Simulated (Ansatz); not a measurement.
## Molecular dynamics of H₁₀CO₅

Input file:

```yaml
crystal:
  lattice:
    - [5.656653, 0.0, 0.0]
    - [0.0, 5.656653, 0.0]
    - [0.0, 0.0, 5.656653]
  atoms:
    - { symbol: O, position: [0.30684295, 0.51984885, 0.27091494] }
    - { symbol: H, position: [0.17670566, 0.44723879, 0.18210267] }
    - { symbol: H, position: [0.32231539, 0.41929625, 0.41282041] }
    - { symbol: O, position: [0.1102948, 0.96452253, 0.18558916] }
    - { symbol: H, position: [0.17018937, 1.00182049, 0.02863709] }
    - { symbol: H, position: [0.16415137, 0.80053187, 0.21507326] }
    - { symbol: O, position: [0.75559434, 0.91542046, 0.71736431] }
    - { symbol: H, position: [0.90262477, 0.96696044, 0.64367495] }
    - { symbol: H, position: [0.80257139, 0.77785341, 0.81327514] }
    - { symbol: O, position: [0.31943529, 0.13664099, 0.5916513] }
    - { symbol: H, position: [0.46818345, 0.05270368, 0.62501198] }
    - { symbol: H, position: [0.26285565, 0.06716664, 0.44103197] }
    - { symbol: O, position: [0.88053636, 0.49763697, 0.97809767] }
    - { symbol: C, position: [0.71169018, 0.36203657, 0.99785574] }
    - { symbol: H, position: [0.54041402, 0.40382735, 0.91263729] }
    - { symbol: H, position: [0.7280397, 0.19638003, 1.10112011] }
basis:
  ecutwfc: 420.0
kpoints:
  mp_grid: { grid: [1, 1, 1] }
hamiltonian:
  xc: pbe
  dispersion: d3bj
scf:
  occupations: { method: fermi_dirac, width: 0.02 }
  lower_state_search: "off"
md:
  timestep: 0.5
  n_steps: 300
  ensemble: nvt_langevin
  temperature: 250.0
  initial_velocities: maxwell_boltzmann
  seed: 623287
  friction: 0.02
```

Command:

```bash
$ ansatz run input.yaml --threads 1 --pin off --max-ram 3072MiB --backend cpu --events-out ev --progress --plain --runs-dir out
```

It starts from a partly relaxed structure (largest force component 0.26 eV/Å).

Output, in part (step lines):

```
md step     0: t =     0.00 fs  T =   234.4 K  F+E_penalty+E_count = -3248.08186544 eV  E_kin = 0.484725 eV  (9 SCF iters)
md step     1: t =     0.50 fs  T =   229.3 K  F+E_penalty+E_count = -3248.06355212 eV  E_kin = 0.474131 eV  (8 SCF iters)
md step     2: t =     1.00 fs  T =   214.7 K  F+E_penalty+E_count = -3248.01339503 eV  E_kin = 0.444124 eV  (8 SCF iters)
md step     3: t =     1.50 fs  T =   174.0 K  F+E_penalty+E_count = -3247.94830233 eV  E_kin = 0.359757 eV  (8 SCF iters)
md step     4: t =     2.00 fs  T =   146.1 K  F+E_penalty+E_count = -3247.88983176 eV  E_kin = 0.302144 eV  (8 SCF iters)
md step     5: t =     2.50 fs  T =   133.8 K  F+E_penalty+E_count = -3247.86037220 eV  E_kin = 0.276621 eV  (6 SCF iters)
md step     6: t =     3.00 fs  T =   138.2 K  F+E_penalty+E_count = -3247.86923568 eV  E_kin = 0.285810 eV  (6 SCF iters)
md step     7: t =     3.50 fs  T =   169.0 K  F+E_penalty+E_count = -3247.90304122 eV  E_kin = 0.349499 eV  (6 SCF iters)
[... lines left out ...]
md step   299: t =   149.50 fs  T =   268.1 K  F+E_penalty+E_count = -3247.88196630 eV  E_kin = 0.554495 eV  (5 SCF iters)
md step   300: t =   150.00 fs  T =   248.0 K  F+E_penalty+E_count = -3247.86707968 eV  E_kin = 0.512836 eV  (8 SCF iters)
```

The steps, from the saved trajectory:

```tsv
time (fs)	T (K)	potential energy less start (eV)
0.0	234	0.000
5.0	213	0.131
10.0	202	0.169
15.0	226	0.210
20.0	222	0.268
25.0	209	0.261
30.0	205	0.344
35.0	179	0.370
40.0	185	0.407
45.0	173	0.428
50.0	177	0.417
55.0	180	0.402
60.0	206	0.348
65.0	248	0.292
70.0	198	0.350
75.0	257	0.200
80.0	272	0.247
85.0	296	0.201
90.0	336	0.270
95.0	333	0.239
100.0	340	0.340
105.0	311	0.266
110.0	248	0.290
115.0	242	0.358
120.0	230	0.443
125.0	251	0.371
130.0	276	0.357
135.0	293	0.286
140.0	295	0.227
145.0	301	0.206
150.0	248	0.215
```

All steps were run. The mean temperature of the second half is 14 % above the set value. A run of 0.15 ps of so small a system gives no equilibrium averages. Limits of this set-up: coarse k mesh.

Mean squared displacements from the first frame to the last, about the centre of mass: O 0.22 Å², H 0.39 Å², C 0.02 Å².

Last frame:

```xyz
16
Lattice="5.6567 0.0000 0.0000 0.0000 5.6567 0.0000 0.0000 0.0000 5.6567" Properties=species:S:1:pos:R:3
O 1.987 2.947 1.409
H 1.303 2.581 0.796
H 2.080 2.265 2.179
O 0.434 5.100 1.758
H -0.100 5.010 0.943
H 1.182 4.421 1.743
O 4.330 5.079 3.901
H 5.010 5.081 3.232
H 4.314 4.186 4.269
O 2.338 1.028 3.285
H 3.140 0.444 3.347
H 1.653 0.445 2.865
O 4.927 3.038 5.424
C 4.121 2.156 5.571
H 3.067 2.248 5.199
H 4.335 1.278 6.222
```

The run took 3.5 min on 1 thread of Arm Neoverse V2 (shared host), peak memory 0.3 GiB.
